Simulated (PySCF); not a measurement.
B3LYP has the VWN-RPA correlation part, as in Gaussian. 

Cartesian coordinates (Å):
```xyz
8

Mo     0.0487     0.0856     0.0359
Cl    -1.9042    -0.3595    -1.2151
Cl     1.0654    -1.8467    -0.7430
Cl    -0.9141     1.9656     0.9912
Cl    -0.9288    -1.1765     1.6945
Cl     1.9906     0.5859     1.1524
O      0.5221     1.0236    -1.4861
H      0.0350     1.1487    -2.3186
```
Charge 0, spin multiplicity 1.

Problem. Estimate the charge on the central atom (Mulliken), dipole moment, HOMO–LUMO gap, LUMO, total energy and HOMO that B3LYP-D3(BJ)/def2-TZVP // r2SCAN-D4/def2-SVP (PySCF) returns for this input.

Solution. 
| Item | Result |
|---|---|
| charge on the central atom (Mulliken) | 1.08 e |
| dipole moment | 1.89 D |
| HOMO–LUMO gap | 2.75 eV |
| LUMO | -5.89 eV |
| total energy | -66543.99 eV |
| HOMO | -8.64 eV |
